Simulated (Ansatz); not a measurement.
Born–Oppenheimer molecular dynamics of F2H2O2Ti (7 atoms, charge 0, multiplicity 1). It starts from a relaxed structure.

Method: Ansatz, RKS B3LYP-D4/def2-SVP.

```yaml
ensemble: NVE (velocity Verlet)
time_step: 0.5 fs
steps_asked: 150
starting_velocities_drawn_for: 1000 K
masses: H 2.014 u
seed: 325439
```

First frame:

```xyz
7
Properties=species:S:1:pos:R:3
Ti -0.106 -0.115 0.011
O -0.180 -0.359 1.767
H -0.571 0.131 2.501
F 1.561 0.143 -0.474
O -1.077 1.287 -0.451
H -1.730 1.587 -1.093
F -0.710 -1.545 -0.803
```

Task: What does the run give?

Result: All steps were run.

```yaml
steps_done: 150
time_covered: 75 fs
mean_temperature_over_the_second_half: 485 K
spread_of_the_potential_energy_over_the_second_half: 11.4 meV per atom
mean_potential_energy_of_the_second_half_above_the_start: 47.8 meV per atom
```

The conserved energy stayed within 0.55 meV per atom of its start (net change 0.41 meV per atom), so the integration is sound. Over the second half the temperature averaged 0.49 of the 1000 K drawn at the start: a run that starts near a minimum puts about half its kinetic energy into the potential. A run of 0.075 ps of so small a system gives no equilibrium averages.

Task: What happens to the structure?

Result: The same pairs are bonded in the first frame and the last. Pairs count as bonded within 1.25 times the sum of covalent radii (0.12 Å more for H–H). This is one draw of velocities; another would differ in detail.

Task: How do temperature and energy run in time?

Result: 
```csv
time (fs),T (K),potential energy less start (eV),conserved less start (meV/atom)
0,1000,0.000,0.00
3.5,617,0.251,0.41
7,747,0.164,0.02
10.5,525,0.309,0.26
14,488,0.334,0.34
17.5,666,0.218,0.20
21,526,0.310,0.46
24.5,626,0.243,0.09
28,226,0.503,0.41
31.5,373,0.406,0.06
35,320,0.441,0.21
38.5,389,0.397,0.34
42,605,0.257,0.19
45.5,409,0.385,0.47
49,494,0.327,0.10
52.5,236,0.497,0.41
56,537,0.300,0.08
59.5,666,0.216,0.05
63,487,0.334,0.39
66.5,649,0.228,0.10
70,348,0.425,0.50
73.5,494,0.328,0.23
```

Run time: 6.9 min on 2 threads of Arm Neoverse V2, with other jobs on the host, peak memory 0.22 GiB.
